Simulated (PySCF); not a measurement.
Basis and Hamiltonian dependence of the ionisation energy of As

As [Ar] 3d10 4s2 4p3 (4S) → As⁺ [Ar] 3d10 4s2 4p2 (3P). Calculated with PySCF 2.14 from differences of total energies of unrestricted determinants, without spin-orbit coupling. Values in eV.

| basis | Hamiltonian | functions | UHF | LDA | PBE0 | MP2 (valence) | CCSD(T) (valence) | CCSD(T) (valence and next inner shell) |
| --- | --- | --- | --- | --- | --- | --- | --- | --- |
| 6-31G* | non-relativistic | 32 | 9.460 | n/a | 9.997 | 9.770 | 9.718 | n/a |
| cc-pVTZ-PP with ECP10MDF | ECP | 39 | 9.424 | 9.989 | 9.918 | 9.897 | 9.895 | n/a |
| jorge-DZP-DKH | spin-free X2C | 43 | 9.438 | 9.923 | 9.876 | 9.422 | 9.341 | n/a |
| Sapporo-DKH3-DZP-2012 | spin-free X2C | 43 | 9.420 | n/a | n/a | 9.801 | 9.763 | n/a |
| x2c-TZVPPall | spin-free X2C | 48 | 9.436 | 10.044 | 9.961 | 9.909 | 9.910 | 9.953 |
| def2-TZVP | non-relativistic | 48 | 9.450 | 10.053 | n/a | 9.925 | 9.920 | n/a |
| aug-cc-pVTZ-DK | spin-free X2C | 59 | 9.412 | 10.025 | 9.940 | 9.900 | 9.901 | n/a |
| aug-cc-pVTZ-PP with one added diffuse shell each of s, d, f type with ECP10MDF | ECP | 68 | 9.415 | 9.983 | 9.914 | 9.905 | 9.905 | n/a |
| aug-cc-pVQZ-PP with ECP10MDF | ECP | 89 | 9.409 | 9.981 | 9.912 | 9.931 | 9.928 | n/a |
| aug-cc-pVQZ-DK | spin-free X2C | 93 | 9.409 | 10.019 | 9.936 | 9.927 | 9.925 | n/a |
| def2-QZVPPD | non-relativistic | 95 | 9.436 | 10.051 | 9.970 | 9.951 | 9.947 | n/a |
| x2c-QZVPPall with one added diffuse shell each of s, p, d, f type | spin-free X2C | 113 | 9.407 | 10.024 | 9.939 | 9.921 | n/a | n/a |
| dyall-av3z | spin-free X2C | 144 | 9.411 | 10.027 | 9.942 | 9.898 | n/a | n/a |

Estimate the row for ANO-RCC-VTZP (spin-free X2C, 43 functions).

From the rows with the same Hamiltonian and similar size; the calculation gives UHF 9.42; LDA 10.02; PBE0 9.95; MP2 (valence) 9.90; CCSD(T) (valence) 9.90; CCSD(T) (valence and next inner shell) 9.95 (eV).

Extrapolation of CCSD(T) (valence) from aug-cc-pVTZ-DK and aug-cc-pVQZ-DK: the correlation parts are 0.489 and 0.517 eV; with the X⁻³ form and unrounded values, (4³ × 0.517 − 3³ × 0.489)/(4³ − 3³) = 0.537 eV, and adding the Hartree-Fock value 9.409 eV of the larger basis gives 9.946 eV.

Frozen in the all-electron rows: valence: [Ar] 3d10; valence and next inner shell: [Ne]; with a core potential, the same shells as far as they lie outside it.

Non-relativistic rows lack the scalar-relativistic shift.

Reference for a calculation without spin-orbit coupling: 10.008 eV (measured, between term centres; NIST).
